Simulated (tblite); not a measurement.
C3H11NOSi4.
Numbering: `[CH3:1][CH2:2][O:3][Si@@H:4]1[SiH2:5][SiH2:6][Si@H:7]1[C:8]#[N:9]` (hydrogens: H10, H11, H12 on C1; H13, H14 on C2; H15 on Si4; H16, H17 on Si5; H18, H19 on Si6; H20 on Si7)

Computed with GFN2-xTB (tblite), gas phase: L-BFGS steps from a force-field or distance-geometry start until the largest atomic force falls under 0.01 eV/Å.

The end geometry, which sets the zero of energy:
```
atom  x, y, z in Å
C1     -3.2296   -0.6459   -0.4308
C2     -2.3330    0.5745   -0.2947
O3     -1.2076    0.2543    0.4653
Si4     0.2222    1.0426    0.5404
Si5     1.3907    0.7734   -1.5005
Si6     2.4835   -1.1289   -0.6060
Si7     1.5083   -0.6630    1.5133
C8      2.8253    0.1464    2.5517
N9      3.6562    0.6731    3.1444
H10    -4.1133   -0.3940   -1.0103
H11    -2.6926   -1.4489   -0.9301
H12    -3.5352   -0.9927    0.5530
H13    -2.0190    0.9266   -1.2864
H14    -2.8766    1.3912    0.1965
H15    -0.0173    2.3912    1.0906
H16     2.2805    1.8732   -1.8949
H17     0.5930    0.5447   -2.7191
H18     2.0815   -2.4255   -1.1770
H19     3.9490   -1.1875   -0.6588
H20     1.0289   -1.6941    2.4506
```

**Question.** These geometries come from the run, each turned onto the end geometry. Order them by energy, lowest first.
A.
```
atom  x, y, z in Å
C1     -3.2443   -0.6435   -0.4364
C2     -2.3454    0.5747   -0.2940
O3     -1.2089    0.2387    0.4410
Si4     0.2161    1.0307    0.5404
Si5     1.4121    0.7759   -1.4841
Si6     2.4870   -1.1377   -0.5979
Si7     1.4971   -0.6817    1.5152
C8      2.8158    0.1655    2.5169
N9      3.6580    0.7233    3.0650
H10    -4.1365   -0.3874   -1.0016
H11    -2.7153   -1.4451   -0.9476
H12    -3.5344   -0.9988    0.5489
H13    -2.0476    0.9485   -1.2818
H14    -2.8737    1.3840    0.2250
H15    -0.0204    2.3781    1.0996
H16     2.3143    1.8779   -1.8457
H17     0.6450    0.5578   -2.7230
H18     2.0841   -2.4393   -1.1582
H19     3.9505   -1.1983   -0.6500
H20     1.0415   -1.7123    2.4653
```
B.
```
atom  x, y, z in Å
C1     -3.3084   -0.6191   -0.4584
C2     -2.3666    0.5627   -0.2859
O3     -1.2295    0.1627    0.4161
Si4     0.1995    0.9420    0.5488
Si5     1.4821    0.7561   -1.4323
Si6     2.5082   -1.2018   -0.5798
Si7     1.4985   -0.7365    1.5290
C8      2.7919    0.2866    2.3908
N9      3.5961    0.9906    2.8118
H10    -4.2426   -0.2943   -0.9083
H11    -2.8505   -1.3799   -1.0866
H12    -3.5208   -1.0591    0.5119
H13    -2.0670    0.9596   -1.2633
H14    -2.8630    1.3725    0.2645
H15    -0.0457    2.2593    1.1625
H16     2.4303    1.8556   -1.6548
H17     0.7775    0.6595   -2.7232
H18     2.0800   -2.4638   -1.2118
H19     3.9721   -1.3096   -0.5888
H20     1.1529   -1.7322    2.5551
```
C.
```
atom  x, y, z in Å
C1     -3.4130   -0.5792   -0.5005
C2     -2.3738    0.5076   -0.2838
O3     -1.2176   -0.0012    0.3134
Si4     0.1725    0.8383    0.5402
Si5     1.5481    0.7656   -1.4044
Si6     2.5325   -1.2309   -0.5723
Si7     1.5950   -0.7304    1.5496
C8      2.8518    0.4105    2.3302
N9      3.6439    1.1188    2.7701
H10    -4.3350   -0.1508   -0.8841
H11    -3.0492   -1.3119   -1.2144
H12    -3.6250   -1.0788    0.4389
H13    -2.1065    0.9636   -1.2428
H14    -2.7822    1.2957    0.3591
H15    -0.2167    2.1228    1.1546
H16     2.4885    1.8964   -1.4918
H17     0.9510    0.7242   -2.7544
H18     1.9809   -2.4884   -1.1113
H19     3.9840   -1.4169   -0.6850
H20     1.3660   -1.6440    2.6858
```
D.
```
atom  x, y, z in Å
C1     -3.2632   -0.6362   -0.4383
C2     -2.3533    0.5730   -0.2904
O3     -1.2171    0.2172    0.4366
Si4     0.2144    0.9953    0.5567
Si5     1.4375    0.7843   -1.4670
Si6     2.4962   -1.1540   -0.5961
Si7     1.4930   -0.7178    1.5165
C8      2.8105    0.2020    2.4534
N9      3.6288    0.8286    2.9605
H10    -4.1721   -0.3556   -0.9619
H11    -2.7520   -1.4179   -0.9943
H12    -3.5301   -1.0276    0.5406
H13    -2.0538    0.9545   -1.2755
H14    -2.8814    1.3817    0.2296
H15    -0.0239    2.3398    1.1213
H16     2.3601    1.8797   -1.7942
H17     0.6916    0.6026   -2.7267
H18     2.0848   -2.4573   -1.1467
H19     3.9633   -1.2400   -0.6114
H20     1.0615   -1.7417    2.4843
```
E.
```
atom  x, y, z in Å
C1     -3.4555   -0.5754   -0.5214
C2     -2.3655    0.4669   -0.2980
O3     -1.1810   -0.0530    0.2345
Si4     0.1789    0.8251    0.5131
Si5     1.5231    0.7395   -1.4105
Si6     2.5772   -1.1970   -0.5631
Si7     1.6555   -0.6703    1.5808
C8      2.9212    0.4471    2.3929
N9      3.7230    1.2027    2.7309
H10    -4.3456   -0.0649   -0.8877
H11    -3.1459   -1.3060   -1.2666
H12    -3.6957   -1.0760    0.4144
H13    -2.1339    0.9693   -1.2462
H14    -2.7174    1.2219    0.4114
H15    -0.2687    2.0753    1.1534
H16     2.4814    1.8477   -1.3516
H17     0.9607    0.7269   -2.7733
H18     1.9015   -2.4270   -1.0201
H19     4.0188   -1.4657   -0.7247
H20     1.3629   -1.6766    2.6289
```

**Answer.** A (0.003 eV), D (0.010 eV), B (0.023 eV), C (0.062 eV), E (0.138 eV).

In the order of the answer:

```tsv
step	E above end (eV)	largest force (eV/Å)	rms force component (eV/Å)	rms distance from end (Å)	rms bond change (Å)	bond most changed (Å)
63	0.003	0.12	0.025	0.035	0.001	Si4–Si7 +0.003
56	0.010	0.08	0.026	0.087	0.002	Si4–Si5 +0.007
45	0.023	0.08	0.024	0.177	0.003	Si4–Si7 -0.009
24	0.062	0.18	0.048	0.305	0.005	Si4–Si5 +0.016
8	0.138	0.47	0.109	0.359	0.007	Si4–Si5 -0.019
```

The cost below is that of the whole relaxation. Time: 1.0 s wall. Hardware: one thread, Arm Neoverse V2 (aarch64), shared host with 96 logical CPUs at a one-minute load of 32.
